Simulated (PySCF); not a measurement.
A run for PySCF: D3(BJ) and D4 dispersion corrections on CH4O2S (a complex).

```python
from pyscf import gto
from pyscf.dispersion import dftd3, dftd4

mol = gto.M(
    atom='''
    S     0.17158978    0.50636564   -0.42564313
    H     0.09049469   -0.71357678    0.13820265
    H    -1.15546315    0.57069981   -0.62406380
    O    -0.20787262   -1.39422841    2.45420746
    C    -0.22292026   -0.46165041    3.21363219
    O    -0.10716088    0.82343653    2.87770469
    H    -0.33682177   -0.55660154    4.30164396
    H    -0.00523154    0.89421611    1.90146979
    ''',
    basis='def2-svp',
    charge=0, spin=0, verbose=0, max_memory=1800)
d3, d4 = {}, {}
for xc in ['hf', 'pbe', 'blyp', 'revpbe', 'tpss', 'r2scan', 'b3lyp', 'pbe0', 'bhlyp', 'camb3lyp', 'b2plyp']:
    d3[xc] = float(dftd3.DFTD3Dispersion(mol, xc=xc, version='d3bj', atm=False).get_dispersion()['energy'])
    print(f'D3(BJ) {xc:10s} {d3[xc]:14.8f} Eh')
for xc in ['hf', 'pbe', 'blyp', 'revpbe', 'tpss', 'r2scan', 'b3lyp', 'pbe0', 'bhlyp', 'camb3lyp', 'b2plyp']:
    d4[xc] = float(dftd4.DFTD4Dispersion(mol, xc={'camb3lyp': 'cam-b3lyp'}.get(xc, xc), atm=True).get_dispersion()['energy'])
    print(f'D4     {xc:10s} {d4[xc]:14.8f} Eh')
```

Program output:

```
D3(BJ) hf            -0.03539497 Eh
D3(BJ) pbe           -0.00459241 Eh
D3(BJ) blyp          -0.00954312 Eh
D3(BJ) revpbe        -0.01172778 Eh
D3(BJ) tpss          -0.00577120 Eh
D3(BJ) r2scan        -0.00132453 Eh
D3(BJ) b3lyp         -0.00775363 Eh
D3(BJ) pbe0          -0.00395925 Eh
D3(BJ) bhlyp         -0.00586773 Eh
D3(BJ) camb3lyp      -0.00354019 Eh
D3(BJ) b2plyp        -0.00352420 Eh
D4     hf            -0.01458223 Eh
D4     pbe           -0.00413378 Eh
D4     blyp          -0.00905915 Eh
D4     revpbe        -0.01347010 Eh
D4     tpss          -0.00560212 Eh
D4     r2scan        -0.00110017 Eh
D4     b3lyp         -0.00655679 Eh
D4     pbe0          -0.00352588 Eh
D4     bhlyp         -0.00463473 Eh
D4     camb3lyp      -0.00355758 Eh
D4     b2plyp        -0.00293687 Eh
```

The run finished.

Cost: around 0.010 core-seconds (rough).
